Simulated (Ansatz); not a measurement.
Ansatz (a first-principles code) input (B3LYP-D3(BJ)/def2-TZVP):

Ansatz 0.2 input:
```yaml
crystal:
  periodic: [false, false, false]
  atoms:
    - {symbol: N, position_ang: [-0.00000000, -0.00000000, -0.75733144]}
    - {symbol: O, position_ang: [0.00000000, 0.00000000, 0.66266501]}
basis:
  gaussian:
    orbitals: def2-TZVP
hamiltonian:
  xc: b3lyp
  dispersion: d3bj
magnetization: {spin_polarized: true, initial_magnetization: 3}
phonons: {temperatures: {t_min: 298.15, t_max: 298.15, t_step: 100}}
```

Output:

```
Functional definition: B3LYP
integrals: 0.01 GiB planned
306 factors; their error is unknown
mean field: 0.13 GiB planned
mean field evaluation 1: about -3530.7522 eV, gradient 1.3e1 eV
mean field evaluation 2: about -3530.7277 eV, gradient 1.3e1 eV
mean field evaluation 4: about -3531.4691 eV, gradient 1.4e0 eV
mean field evaluation 8: about -3531.4850 eV, gradient 2.9e-2 eV
mean field evaluation 16: about -3531.2828 eV, gradient 1.7e0 eV
mean field -3531.48498007 eV, -129.7796792912 hartree, gradient 2.7e-5 eV, S^2 3.760315; 1 other end points of the search recorded, 0 dependent functions left out
the calculation of the forces begins
reference -3531.48512552 eV, -129.7796846363 hartree; 9, 6 occupied and 53, 56 virtual orbitals, 306 factors
these checks for a lower state are left out or cut short: stability, starts, cluster_reference, orbital_swaps, neighbouring_geometries, increment
integrals: 0.01 GiB planned
306 factors; their error is unknown
mean field: 0.13 GiB planned
mean field -3531.48498007 eV, -129.7796792912 hartree, gradient 2.0e-6 eV, S^2 3.760315; 0 other end points of the search recorded, 0 dependent functions left out
the calculation of the forces begins
reference -3531.48512552 eV, -129.7796846363 hartree; 9, 6 occupied and 53, 56 virtual orbitals, 306 factors
these checks for a lower state are left out or cut short: stability, starts, cluster_reference, orbital_swaps, neighbouring_geometries, increment
integrals: 0.01 GiB planned
306 factors; their error is unknown
mean field: 0.13 GiB planned
mean field evaluation 32: about -3531.4850 eV, gradient 2.9e-3 eV
mean field -3531.48498007 eV, -129.7796792912 hartree, gradient 1.9e-6 eV, S^2 3.760315; 0 other end points of the search recorded, 0 dependent functions left out
the calculation of the forces begins
reference -3531.48512552 eV, -129.7796846363 hartree; 9, 6 occupied and 53, 56 virtual orbitals, 306 factors
these checks for a lower state are left out or cut short: stability, starts, cluster_reference, orbital_swaps, neighbouring_geometries, increment
integrals: 0.01 GiB planned
306 factors; their error is unknown
mean field: 0.13 GiB planned
mean field -3531.48498007 eV, -129.7796792912 hartree, gradient 2.1e-6 eV, S^2 3.760315; 0 other end points of the search recorded, 0 dependent functions left out
the calculation of the forces begins
reference -3531.48512552 eV, -129.7796846363 hartree; 9, 6 occupied and 53, 56 virtual orbitals, 306 factors
these checks for a lower state are left out or cut short: stability, starts, cluster_reference, orbital_swaps, neighbouring_geometries, increment
integrals: 0.01 GiB planned
306 factors; their error is unknown
mean field: 0.13 GiB planned
mean field -3531.48498007 eV, -129.7796792912 hartree, gradient 2.1e-6 eV, S^2 3.760315; 0 other end points of the search recorded, 0 dependent functions left out
the calculation of the forces begins
reference -3531.48512552 eV, -129.7796846363 hartree; 9, 6 occupied and 53, 56 virtual orbitals, 306 factors
these checks for a lower state are left out or cut short: stability, starts, cluster_reference, orbital_swaps, neighbouring_geometries, increment
integrals: 0.01 GiB planned
306 factors; their error is unknown
mean field: 0.13 GiB planned
mean field -3531.48488384 eV, -129.7796757548 hartree, gradient 2.1e-6 eV, S^2 3.760317; 0 other end points of the search recorded, 0 dependent functions left out
the calculation of the forces begins
reference -3531.48502917 eV, -129.7796810953 hartree; 9, 6 occupied and 53, 56 virtual orbitals, 306 factors
these checks for a lower state are left out or cut short: stability, starts, cluster_reference, orbital_swaps, neighbouring_geometries, increment
integrals: 0.01 GiB planned
306 factors; their error is unknown
mean field: 0.13 GiB planned
mean field evaluation 64: about -3531.4849 eV, gradient 2.8e-3 eV
mean field -3531.48488508 eV, -129.7796758004 hartree, gradient 2.1e-6 eV, S^2 3.760313; 0 other end points of the search recorded, 0 dependent functions left out
the calculation of the forces begins
reference -3531.48503066 eV, -129.7796811501 hartree; 9, 6 occupied and 53, 56 virtual orbitals, 306 factors
these checks for a lower state are left out or cut short: stability, starts, cluster_reference, orbital_swaps, neighbouring_geometries, increment
integrals: 0.01 GiB planned
306 factors; their error is unknown
mean field: 0.13 GiB planned
mean field -3531.48498007 eV, -129.7796792912 hartree, gradient 1.9e-6 eV, S^2 3.760315; 0 other end points of the search recorded, 0 dependent functions left out
the calculation of the forces begins
reference -3531.48512552 eV, -129.7796846363 hartree; 9, 6 occupied and 53, 56 virtual orbitals, 306 factors
these checks for a lower state are left out or cut short: stability, starts, cluster_reference, orbital_swaps, neighbouring_geometries, increment
integrals: 0.01 GiB planned
306 factors; their error is unknown
mean field: 0.13 GiB planned
mean field -3531.48498007 eV, -129.7796792912 hartree, gradient 2.0e-6 eV, S^2 3.760315; 0 other end points of the search recorded, 0 dependent functions left out
the calculation of the forces begins
reference -3531.48512552 eV, -129.7796846363 hartree; 9, 6 occupied and 53, 56 virtual orbitals, 306 factors
these checks for a lower state are left out or cut short: stability, starts, cluster_reference, orbital_swaps, neighbouring_geometries, increment
integrals: 0.01 GiB planned
306 factors; their error is unknown
mean field: 0.13 GiB planned
mean field -3531.48498007 eV, -129.7796792912 hartree, gradient 2.1e-6 eV, S^2 3.760315; 0 other end points of the search recorded, 0 dependent functions left out
the calculation of the forces begins
reference -3531.48512552 eV, -129.7796846363 hartree; 9, 6 occupied and 53, 56 virtual orbitals, 306 factors
these checks for a lower state are left out or cut short: stability, starts, cluster_reference, orbital_swaps, neighbouring_geometries, increment
integrals: 0.01 GiB planned
306 factors; their error is unknown
mean field: 0.13 GiB planned
mean field evaluation 96: about -3531.4850 eV, gradient 2.9e-3 eV
mean field -3531.48498007 eV, -129.7796792912 hartree, gradient 2.1e-6 eV, S^2 3.760315; 0 other end points of the search recorded, 0 dependent functions left out
the calculation of the forces begins
reference -3531.48512552 eV, -129.7796846363 hartree; 9, 6 occupied and 53, 56 virtual orbitals, 306 factors
these checks for a lower state are left out or cut short: stability, starts, cluster_reference, orbital_swaps, neighbouring_geometries, increment
integrals: 0.01 GiB planned
306 factors; their error is unknown
mean field: 0.13 GiB planned
mean field -3531.48488508 eV, -129.7796758004 hartree, gradient 2.1e-6 eV, S^2 3.760313; 0 other end points of the search recorded, 0 dependent functions left out
the calculation of the forces begins
reference -3531.48503066 eV, -129.7796811501 hartree; 9, 6 occupied and 53, 56 virtual orbitals, 306 factors
these checks for a lower state are left out or cut short: stability, starts, cluster_reference, orbital_swaps, neighbouring_geometries, increment
integrals: 0.01 GiB planned
306 factors; their error is unknown
mean field: 0.13 GiB planned
mean field -3531.48488384 eV, -129.7796757548 hartree, gradient 2.1e-6 eV, S^2 3.760317; 0 other end points of the search recorded, 0 dependent functions left out
the calculation of the forces begins
reference -3531.48502917 eV, -129.7796810953 hartree; 9, 6 occupied and 53, 56 virtual orbitals, 306 factors
Total energy: -3531.50087881 eV, -129.7802635589 hartree
Atom 0 at    -0.000000    -0.000000    -0.757331 Å, force     0.000000     0.000000     0.000025 eV/Å
Atom 1 at     0.000000     0.000000     0.662665 Å, force    -0.000000    -0.000000    -0.000025 eV/Å
Dipole moment:     0.000000    -0.000000     0.058853 e Å
Vibrations: 1055.49 cm⁻¹, zero-point energy 0.065432 eV
```

The spin state was set by rule; other spins were not relaxed.
